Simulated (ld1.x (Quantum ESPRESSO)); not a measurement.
**Which change was made? (Pd, TM)**

* Element: Pd (Z = 46)
* Generator: ld1.x (Quantum ESPRESSO) 7.5
* Type: norm-conserving Troullier–Martins (Kleinman–Bylander form)
* Functional: PBE
* Relativity: scalar-relativistic
* Frozen core: [Ar] 3d10
* Valence charge: 18
* Reference configuration: 4s2 4p6 4d9 5s0 5p0 (charge +1)
* Partial waves: 4p (bound): rc 1.40 bohr; 4d (bound): rc 1.75 bohr; 4s (bound): rc 1.20 bohr
* Local potential: the s channel
* Core correction: a·sin(br)/r model core inside 0.65 bohr

Cutoffs, loose and tight: the cutoffs (Ry, on a coarse ladder) from which the occupation-weighted sum of valence levels, in a spherical-Bessel basis at the reference potential, stays within 10 and 1 mRy of its value at 400 Ry. They do not see the model core or the augmentation charge, which bear on the density cutoff. Test errors are all-electron minus pseudo excitation energies from the reference, over the configurations 4s2 4p6 4d10 5s0 5p0; 4s2 4p6 4d8 5s0 5p0; 4s2 4p6 4d7 5s0 5p0; 4s1 4p6 4d10 5s0 5p0; 4s2 4p6 4d8 5s1 5p0; 4s2 4p5 4d10 5s0 5p0; 4s2 4p6 4d9.5 5s0 5p0; variants that change the core or the reference have their own tests.

The base gives: outcome: generated; cutoff, loose: 110 Ry; cutoff, tight: 180 Ry; bound ghosts: none; largest test error (meV): +381.

Question: After one change the result is: outcome: generated; cutoff, loose: 110 Ry; cutoff, tight: 180 Ry; bound ghosts: none; largest test error (meV): +111. Which change was it?
A. wave 4p (bound): rc 1.40 bohr becomes 4p (bound): rc 1.06 bohr
B. all radii but the core radius scaled by about 1.22 (s 1.46, p 1.72, d 2.14 bohr)
C. wave 4s (bound): rc 1.20 bohr becomes 4s (bound): rc 1.68 bohr
D. local potential the d channel

Answer: D. The others give: all radii but the core radius scaled by about 1.22 (s 1.46, p 1.72, d 2.14 bohr) → outcome: generated; cutoff, loose: 70 Ry; cutoff, tight: 90 Ry; bound ghosts: none; largest test error (meV): +1577 | wave 4s (bound): rc 1.20 bohr becomes 4s (bound): rc 1.68 bohr → outcome: generated; cutoff, loose: 70 Ry; cutoff, tight: 110 Ry; bound ghosts: none; largest test error (meV): +3535 | wave 4p (bound): rc 1.40 bohr becomes 4p (bound): rc 1.06 bohr → outcome: generated; cutoff, loose: 160 Ry; cutoff, tight: 200 Ry; bound ghosts: none; largest test error (meV): +381.
